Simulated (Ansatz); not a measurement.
`C[As](C)C`, charge 0, multiplicity 1.

Give a relaxed structure at PBE0-D4/def2-TZVP (the Gaussian-basis code of Ansatz). (An estimate is asked.)

Computed: 
Cartesian coordinates in Å:
```
C 0.9318 -1.3134 -0.5434
As -0.4784 -0.6452 0.6507
C 0.5115 0.9033 1.3458
C -1.5080 0.3229 -0.7144
H 1.7359 -1.7460 0.0536
H 1.3352 -0.5115 -1.1650
H 0.5219 -2.0951 -1.1846
H 0.9566 1.4835 0.5349
H -0.1672 1.5405 1.9146
H 1.2996 0.5572 2.0161
H -2.2658 0.9379 -0.2269
H -2.0134 -0.3948 -1.3623
H -0.8598 0.9606 -1.3190
```
Point group C3v.
This is one stationary point; other conformers may exist.
